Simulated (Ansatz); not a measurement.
Program: Ansatz. Geometries: PBE0-D4/def2-TZVP. ΔE: electronic, gas phase. CCSD(T)/CBS adds triple-zeta CCSD(T) − MP2 to the extrapolated MP2 energy (def2 sets, frozen cores). DFT in def2-TZVPP. For Ge outer-core shells are correlated without core-valence functions, which leaves a few kJ/mol of doubt a bond. Scalar relativity is left out up to krypton. One conformer a species, not always the lowest.

`O[SiH2]O[SiH2]F` + `[NH2][GeH2][OH]` → `O[SiH2][NH][GeH2][OH]` + `O[SiH2]F`  (ligand exchange at the Si–O bond)

(1) Is it downhill or uphill in electronic energy at CCSD(T)/CBS, and by how much? (Best estimate.)

(2) What do these levels give: PBE-D4, r2SCAN-D4, PBE0-D4, r2SCAN, PBE0, HF/def2-TZVPP, SCS-MP2/def2-TZVPP, CCSD/def2-TZVPP, CCSD(T)/def2-TZVPP, HF/def2-QZVPP, SCS-MP2/def2-QZVPP, MP2/CBS(def2)? (Best estimate.)

Largest T1 diagnostic among the species: 0.012.

Results:

(1) The calculation gave: Uphill: ΔE = +0.41 eV.

(2) Ansatz gave: PBE-D4 0.33, r2SCAN-D4 0.40, PBE0-D4 0.37, r2SCAN 0.41, PBE0 0.40, HF/def2-TZVPP 0.63, SCS-MP2/def2-TZVPP 0.44, CCSD/def2-TZVPP 0.44, CCSD(T)/def2-TZVPP 0.40, HF/def2-QZVPP 0.65, SCS-MP2/def2-QZVPP 0.45, MP2/CBS(def2) 0.40 eV.

In def2-TZVPP, CCSD(T) changes the Hartree–Fock value by −0.23 eV (the triples alone add −0.04 eV) and MP2 by −0.24 eV. The D4 term adds −0.07 eV with B3LYP and −0.04 eV with PBE0; it sums over pairs of atoms, weighted by their polarisabilities, and B3LYP, whose exchange is more repulsive, gets the larger term.

B3LYP here is the variant with VWN-RPA as its local correlation; programs differ in this.
